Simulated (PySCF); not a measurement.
In2O (singlet). Computed with PBE0/[O def2-TZVP, In def2-TZVP with ECP28], scalar-relativistic core potentials, density fitting, no spin–orbit coupling, PySCF.

Harmonic bands of its minimum:

```
ω (cm⁻¹)  IR (km/mol, summed over degenerate members)  degeneracy
      54                                         11.1           2
     209                                          0.0           1
     755                                          735           1
```

Task: The central atom is O. Infer the point group and assign the bands.

Result: D∞h. The modes span πu + σg+ + σu+: 54 πu, 209 σg+, 755 σu+. The computed geometry has O–In 2.000 Å (×2); In–O–In 180.0°.

This need not be the most stable arrangement of these atoms.
